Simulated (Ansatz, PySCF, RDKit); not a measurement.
Complex: F2H2Si (SMILES F[SiH2]F) (first 5 atoms) with HF (SMILES F); geometry from B3LYP-D3(BJ)/def2-TZVP, rigid monomers moved along the line of their centres of mass till F3···H7 is 3.34 Å.
(charge 0, multiplicity 1):
```xyz
7

F      0.65695     0.01641    -1.45081
Si     0.07944    -0.38767    -0.02733
F      0.64957     0.69041     1.02425
H     -1.38179    -0.26437    -0.04830
H      0.60584    -1.70359     0.34950
F     -0.65393    -0.02875     4.89226
H     -0.17655     0.44975     4.25271
```

Counterpoise-corrected where a basis set is named; no monomer relaxation. Rows marked so take none. RDKit's UFF carries no charges.

Rows in 3-21G, 6-31G*, STO-3G carry no dispersion term and start afresh at each structure (6-31G* with six Cartesian d functions).

Programs: Ansatz (Gaussian orbitals); PySCF for 3-21G rows, 6-31G* rows, STO-3G rows, the dispersion terms; RDKit for the force fields. Values without a source in brackets are computed.

| level | interaction energy (meV) |
|---|---|
| UFF | -8.9 |
| HF/STO-3G (no counterpoise) | -18.2 |
| HF/3-21G (no counterpoise) | -52.9 |
| HF/6-31G* (no counterpoise) | -47.6 |
| HF/aug-cc-pV(D+d)Z | -41.6 |
| PBE-D3(BJ)/def2-TZVPPD | -44.1 |
| BP86/6-31G* (no counterpoise) | -36.9 |
| B3LYP/3-21G (no counterpoise) | -41.6 |
| B3LYP-D3(BJ)/def2-TZVPPD | ? |

Q: Complete the blanks.

A: 
- B3LYP-D3(BJ)/def2-TZVPPD, interaction energy (meV): -42.9

Ansatz is a quantum-chemistry and plane-wave program.
